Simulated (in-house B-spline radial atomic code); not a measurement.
Ar⁸⁺: [He] 2s2 2p6

Level of theory: non-relativistic TPSSh, spin-polarised, spherical fractional occupations, point nucleus; calculated with an all-electron radial atomic-structure program (B-spline basis).

Screening seen three ways: the hydrogenic charge with the same mean radius, Z_r = [3n² - l(l+1)]/(2<r>), the one with the same energy, Z_e = n√(-2ε), and Slater's rules. Values are occupation-weighted means over spin.

| shell | electrons | ε (eV) | <r> (bohr) | Z_r | Z_e | Slater |
| --- | --- | --- | --- | --- | --- | --- |
| 1s | 2 | -3302.1 | 0.08608 | 17.43 | 15.58 | 17.70 |
| 2s | 2 | -464.58 | 0.4101 | 14.63 | 11.69 | 13.85 |
| 2p | 6 | -398.71 | 0.3704 | 13.50 | 10.83 | 13.85 |

The least bound orbital is 2p at -398.7 eV, while the most diffuse is 2s (<r> = 0.4101 bohr against 0.3704 bohr): energy order and size order differ.
